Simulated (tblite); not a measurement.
Start geometry of `COC1=C(C#N)[N-]N=N1` from a force field or distance geometry (Å):
```
atom  x, y, z in Å
C1     2.070   -0.299    0.176
O2     0.916    0.549    0.137
C3    -0.266   -0.192   -0.045
N4    -0.370   -1.514   -0.202
N5    -1.703   -1.755   -0.344
N6    -2.441   -0.606   -0.312
C7    -1.523    0.378   -0.122
C8    -1.810    1.897    0.010
N9    -2.013    3.033    0.102
H10    2.011   -1.004    1.018
H11    2.938    0.336    0.329
H12    2.192   -0.825   -0.773
```

Question: What comes out of this run: GFN2-xTB geometry optimisation, gas phase in tblite 0.8.0?

Answer: 
```
atom  x, y, z in Å
C1     2.072   -0.330    0.174
O2     0.968    0.533    0.146
C3    -0.224   -0.116   -0.038
N4    -0.364   -1.427   -0.185
N5    -1.670   -1.655   -0.338
N6    -2.365   -0.566   -0.298
C7    -1.505    0.474   -0.107
C8    -1.863    1.807   -0.007
N9    -2.149    2.924    0.077
H10    1.984   -1.057    0.989
H11    2.953    0.298    0.326
H12    2.163   -0.885   -0.766
```

The energy falls by 0.638 eV over 23 L-BFGS steps, the largest force on an atom goes from 4.33 to 0.009 eV/Å, and the atoms move by 0.092 Å rms after alignment. The bond that changes most is C7–C8 (substituted aromatic carbon to nitrile carbon), which shortens by 0.169 Å. Bonds longer at the end by more than 0.005 Å: 3 of 12; shorter: 6. Among the angles that change most is C3–C7–C8, from 124.5° to 129.4°. Rotational constants go from 2318, 1580, 945.4 to 2557, 1565, 976.7 MHz. The orientation of the end geometry is arbitrary; only internal coordinates are fixed.

The run took 0.13 s of wall time on an Arm Neoverse V1 with one thread, no GPU (shared host).

Its GFN2-xTB frequencies are all real (lowest 82 cm⁻¹).

One conformer stands for the species.

The numbers are calculated, not measured.
